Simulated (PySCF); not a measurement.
How methods differ on the ionisation energy of N+

N+ [He] 2s2 2p2 (3P) → N(2+) [He] 2s2 2p1 (2P), as a difference of total energies. Computed with PySCF 2.14 in dyall-acv3z (15s9p4d2f, 76 functions), with the non-relativistic Hamiltonian (point nucleus). Correlated levels: valence and next inner shell: nothing frozen; virtual orbitals above 40 to 60 times the deepest correlated orbital energy dropped. The calculations carry no spin-orbit coupling.

```json
{"method": "UHF", "ionisation energy (eV)": "29.209"}
{"method": "MP2 (valence and next inner shell)", "ionisation energy (eV)": "29.655"}
{"method": "SCS-MP2 (valence and next inner shell)", "ionisation energy (eV)": "29.504"}
{"method": "CCSD (valence and next inner shell)", "ionisation energy (eV)": "29.509"}
{"method": "CCSD(T) (valence and next inner shell)", "ionisation energy (eV)": "29.522"}
```

**Question.** How much does correlation contribute at CCSD(T) (valence and next inner shell)?

**Answer.** 29.522 − (29.209) = 0.313 eV, measured against UHF.

Errors of the correlated levels include the incompleteness of this basis.

For comparison: 29.601 eV (semi-empirical (NIST evaluation); NIST Atomic Spectra Database, ionization energies).
